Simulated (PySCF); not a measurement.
## Correlation energy of S (sulfur, neutral)

[Ne] 3s2 3p4, high-spin 3P determinant. All numbers are calculated (PySCF 2.14, the non-relativistic Hamiltonian (point nucleus), in aug-cc-pV(D+d)Z). Frozen: [Ne]; 6 electrons correlated.

MP2 pair energies summed by pair of shells (mhartree):

| pair | energy | share (%) |
| --- | --- | --- |
| 3p-3p | -44.82 | 48.8 |
| 3s-3p | -39.26 | 42.7 |
| 3s-3s | -7.83 | 8.5 |

Total MP2 correlation energy: -91.91 mhartree.

Same-spin part -23.05 and opposite-spin part -68.86 mhartree; SCS-MP2 scales them by 1/3 and 6/5 to -90.32 mhartree.

| level | correlation energy (mhartree) |
| --- | --- |
| CCSD | -113.32 |
| (T) | -2.25 |
| CCSD(T) | -115.57 |

Diagnostics: T1 = 0.0094, D1 = 0.0303, largest double amplitude 0.047.

Problem. Is a single reference adequate?

Solution. Yes: T1 lies below 0.03 and no double amplitude reaches 0.07.
